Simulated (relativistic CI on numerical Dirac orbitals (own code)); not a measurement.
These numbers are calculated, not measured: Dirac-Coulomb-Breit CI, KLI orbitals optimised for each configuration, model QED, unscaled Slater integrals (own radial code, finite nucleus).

The strongest absorption lines from the ground level of an ion, among the configurations computed and to levels below about 2000 eV (vacuum wavelength in Å, gf): 6.7521 (0.55), 6.7635 (0.39), 6.8703 (0.64), 6.8858 (0.97), 6.8928 (1.7), 6.8998 (1.5), 6.9282 (0.84), 7.0759 (1.2).

Q: Which ion is it?
A. Sr XXXII
B. Se XXVIII
C. Kr XXX
D. Ge XXVI

A: B. Se XXVIII has 7 electrons and the ground level 2s2 2p3 4S°_3/2; the strongest line goes to 2s2 2p2 3d 4P_3/2. The pattern of lines fixes the number of electrons, and along that sequence the line energies rise steadily with the charge (about as its square where n changes within one kind of shell, about linearly where n is kept but much faster in heavy ions where fine structure, which grows about as Z⁴, sets the gap, and irregularly where shells cross), which fixes Z. Configurations outside the model, such as inner-shell arrays, can give stronger lines. At this charge energies of transitions that change n are usually good to better than 1 %, and those within a shell (Δn = 0) to a few per cent.

LS names give the leading component of a level, which can be under half, so a name can repeat, a term be missing and a line seem to break the LS rules.
